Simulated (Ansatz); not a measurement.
Relaxation of H$_{6}$SSn (8 atoms, charge 0, multiplicity 1), to a largest force component of 0.03 eV/Å in at most 50 steps.

Level of theory: RKS PBE0-D4/def2-SVP (Ansatz).

```xyz
8
Properties=species:S:1:pos:R:3:forces:R:3
Sn 0.228 0.059 -0.133 0.14 -0.01 0.14
H -0.029 -0.037 1.579 0.23 0.01 -0.23
H 1.914 -0.084 -0.432 -0.04 0.00 0.00
H -0.341 1.555 -0.722 0.00 -0.01 0.01
H -0.588 -1.251 -0.870 0.00 0.01 0.00
S -3.116 0.124 1.316 0.43 -0.22 0.23
H -3.182 -1.122 0.789 0.01 0.11 0.07
H -1.872 -0.118 1.862 -0.76 0.11 -0.22
```

Where does it end, and by what steps?

It converged. The force dipped under the threshold on the way, but the program's further checks kept it going. After 9 steps the energy has fallen by 0.105 eV; H8 moved furthest, 0.87 Å.

```
step  energy less start (eV)  largest force component (eV/Å)  accepted
   0                  0.0000                           0.763       yes
   1                 -0.0643                           0.333       yes
   2                 -0.0728                           0.247       yes
   3                 -0.0829                           0.095       yes
   4                 -0.0956                           0.051       yes
   5                 -0.1030                           0.073       yes
   6                 -0.1044                           0.129       yes
   7                 -0.1054                           0.014       yes
   8                 -0.1041                           0.215        no
   9                 -0.1054                           0.029       yes
```

```xyz
8
Properties=species:S:1:pos:R:3
Sn 0.391 0.058 -0.183
H 0.376 -0.059 1.524
H 2.018 -0.055 -0.723
H -0.256 1.557 -0.682
H -0.498 -1.237 -0.861
S -3.212 0.137 1.153
H -3.207 -1.174 0.829
H -2.598 -0.100 2.332
```

The run took 29 s on 1 thread of Arm Neoverse V1, with other jobs on the host, peak memory 0.15 GiB.
